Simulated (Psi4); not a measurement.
C4H9O, doublet, at a GFN2-xTB geometry; PW6B95/STO-3G run with Psi4.

Input for Psi4:
```
memory 2 GB

molecule mol {
0 2
C     2.344493   -0.098136   -0.000733
C     0.889376   -0.487780   -0.217044
C    -0.045439    0.718397   -0.092046
C    -1.503545    0.274167   -0.253169
O    -2.008586   -0.487512    0.684477
H     2.657768    0.640522   -0.735936
H     2.484026    0.324898    0.991355
H     2.986962   -0.970203   -0.096705
H     0.584432   -1.230517    0.522492
H     0.774275   -0.934764   -1.207846
H     0.081863    1.166146    0.894993
H     0.198527    1.464322   -0.851034
H    -2.147133    1.186995   -0.351872
H    -1.661335   -0.187190   -1.263307
}

set {
  basis sto-3g
  reference uks
}

energy('pw6b95')
print_variables()
```

The log (banner, timings and long lists left out):

```
   => Loading Basis Set <=

    Name: STO-3G
    Role: ORBITAL
    Keyword: BASIS

         ---------------------------------------------------------
                                   SCF
               by Justin Turney, Rob Parrish, Andy Simmonett
                          and Daniel G. A. Smith
                              UKS Reference
         ---------------------------------------------------------

  ==> Geometry <==

    Molecular point group: c1
    Full point group: C1

    Geometry (in Angstrom), charge = 0, multiplicity = 2:

       Center              X                  Y                   Z               Mass
    ------------   -----------------  -----------------  -----------------  -----------------
         C            2.425277188559    -0.078341366384    -0.029172905358    12.000000000000
         C            0.970160188559    -0.467985366384    -0.245483905358    12.000000000000
         C            0.035345188559     0.738191633616    -0.120485905358    12.000000000000
         C           -1.422760811441     0.293961633616    -0.281608905358    12.000000000000
         O           -1.927801811441    -0.467717366384     0.656037094642    15.994914619570
         H            2.738552188559     0.660316633616    -0.764375905358     1.007825032230
         H            2.564810188559     0.344692633616     0.962915094642     1.007825032230
         H            3.067746188559    -0.950408366384    -0.125144905358     1.007825032230
         H            0.665216188559    -1.210722366384     0.494052094642     1.007825032230
         H            0.855059188559    -0.914969366384    -1.236285905358     1.007825032230
         H            0.162647188559     1.185940633616     0.866553094642     1.007825032230
         H            0.279311188559     1.484116633616    -0.879473905358     1.007825032230
         H           -2.066348811441     1.206789633616    -0.380311905358     1.007825032230
         H           -1.580550811441    -0.167395366384    -1.291746905358     1.007825032230

  Running in c1 symmetry.

  Rotational constants: A =      0.46159  B =      0.08026  C =      0.07508 [cm^-1]
  Rotational constants: A =  13838.04974  B =   2406.02871  C =   2250.95332 [MHz]
  Nuclear repulsion =  179.542287677491430

  Charge       = 0
  Multiplicity = 2
  Electrons    = 41
  Nalpha       = 21
  Nbeta        = 20

  ==> Algorithm <==

  SCF Algorithm Type is DF.
  DIIS enabled.
  MOM disabled.
  Fractional occupation disabled.
  Guess Type is SAD.
  Energy threshold   = 1.00e-06
  Density threshold  = 1.00e-06
  Integral threshold = 1.00e-12

  ==> Primary Basis <==

  Basis Set: STO-3G
    Blend: STO-3G
    Number of shells: 24
    Number of basis functions: 34
    Number of Cartesian functions: 34
    Spherical Harmonics?: true
    Max angular momentum: 1

  ==> DFT Potential <==

   => LibXC <=

    Version 7.1.2
    S. Lehtola, C. Steigemann, M. J. T. Oliveira, and M. A. L. Marques,  SoftwareX 7, 1–5 (2018) (10.1016/j.softx.2017.11.002)

   => Composite Functional: PW6B95 <=

    PW6B95 Hybrid Meta-GGA XC Functional

    Y. Zhao and D. Truhlar, J. Phys. Chem. A., 109,5656-5667, 2005

    Deriv               =              1
    GGA                 =           TRUE
    Meta                =           TRUE

    Exchange Hybrid     =           TRUE
    MP2 Hybrid          =          FALSE

   => Exchange Functionals <=

    0.7200   XC_GGA_X_MPW91

   => Exact (HF) Exchange <=

    0.2800               HF

   => Correlation Functionals <=

    1.0000   XC_MGGA_C_BC95

   => LibXC Density Thresholds  <==

    XC_MGGA_C_BC95:  1.00E-14
    XC_GGA_X_MPW91:  1.00E-15

   => Molecular Quadrature <=

    Radial Scheme          =       TREUTLER
    Pruning Scheme         =           NONE
    Nuclear Scheme         =       TREUTLER

    Blocking Scheme        =         OCTREE
    BS radius alpha        =              1
    Pruning alpha          =              1
    Radial Points          =             75
[...]
     A         34      34
   -------------------------
    Total      34      34
   -------------------------

  ==> Iterations <==

                           Total Energy        Delta E     RMS |[F,P]|

   @DF-UKS iter SAD:  -227.50447488716262   -2.27504e+02   0.00000e+00
   @DF-UKS iter   1:  -230.30587398335237   -2.80140e+00   7.68249e-03 ADIIS/DIIS
   @DF-UKS iter   2:  -230.31903582280444   -1.31618e-02   7.87768e-03 ADIIS/DIIS
   @DF-UKS iter   3:  -230.36239297793955   -4.33572e-02   5.23726e-04 ADIIS/DIIS
   @DF-UKS iter   4:  -230.36282965402370   -4.36676e-04   2.67539e-04 ADIIS/DIIS
   @DF-UKS iter   5:  -230.36289819443772   -6.85404e-05   5.17950e-05 DIIS
   @DF-UKS iter   6:  -230.36291275560146   -1.45612e-05   3.49957e-05 DIIS
   @DF-UKS iter   7:  -230.36292311169277   -1.03561e-05   2.98861e-05 DIIS
   @DF-UKS iter   8:  -230.36293774040013   -1.46287e-05   2.80943e-05 DIIS
   @DF-UKS iter   9:  -230.36297724663802   -3.95062e-05   2.38370e-05 DIIS
   @DF-UKS iter  10:  -230.36304948432527   -7.22377e-05   1.36980e-05 DIIS
   @DF-UKS iter  11:  -230.36305980274520   -1.03184e-05   8.97105e-06 DIIS
   @DF-UKS iter  12:  -230.36306130270890   -1.49996e-06   3.02602e-06 DIIS
   @DF-UKS iter  13:  -230.36306175670677   -4.53998e-07   2.90704e-07 DIIS
  Energy and wave function converged.

  ==> Post-Iterations <==

   Electrons on quadrature grid:
      Nalpha   =   20.9999876176 ; deviation = -1.238e-05
      Nbeta    =   19.9999864471 ; deviation = -1.355e-05
      Ntotal   =   40.9999740647 ; deviation = -2.594e-05

   @Spin Contamination Metric:   2.140566061E-03
   @S^2 Expected:                7.500000000E-01
   @S^2 Observed:                7.521405661E-01
   @S   Expected:                5.000000000E-01
   @S   Observed:                5.000000000E-01

    Orbital Energies [Eh]
    ---------------------

    Alpha Occupied:

[...]
    Alpha Virtual:

[...]
      34A      0.583783

    Beta Occupied:

[...]
    Beta Virtual:

[...]
    Final Occupation by Irrep:
              A
    DOCC [    20 ]
    SOCC [     1 ]
    NA   [    21 ]
    NB   [    20 ]

  @DF-UKS Final Energy:  -230.36306175670677

   => Energetics <=

    Nuclear Repulsion Energy =            179.5422876774914300
    One-Electron Energy =                -667.8215460902434870
    Two-Electron Energy =                 282.9119162423235139
    DFT Exchange-Correlation Energy =     -24.9957195862782520
    Empirical Dispersion Energy =           0.0000000000000000
    VV10 Nonlocal Energy =                  0.0000000000000000
    Total Energy =                       -230.3630617567067702

  UHF NO Occupations:
  HONO-2 :   19  A 1.9996473
  HONO-1 :   20  A 1.9994361
  HONO-0 :   21  A 1.0000000
  LUNO+0 :   22  A 0.0005639
  LUNO+1 :   23  A 0.0003527
  LUNO+2 :   24  A 0.0000972
  LUNO+3 :   25  A 0.0000559

Computation Completed

Properties will be evaluated at   0.000000,   0.000000,   0.000000 [a0]

Properties computed using the SCF density matrix

 Multipole Moments:

 ------------------------------------------------------------------------------------
     Multipole            Electronic (a.u.)      Nuclear  (a.u.)        Total (a.u.)
 ------------------------------------------------------------------------------------

 L = 1.  Multiply by 2.5417464519 to convert [e a0] to [Debye]
 Dipole X            :         -6.1192968            6.2590729            0.1397760
 Dipole Y            :         -1.2356288            1.5336658            0.2980370
 Dipole Z            :          1.8411237           -2.2034814           -0.3623576
 Magnitude           :                                                    0.4895574

 ------------------------------------------------------------------------------------

  Variable Map:
  ----------------------------------------------------------------------------
[...]
  Array Variable Map:
  ----------------------------------------------------------------------------
[...]
[...]
```
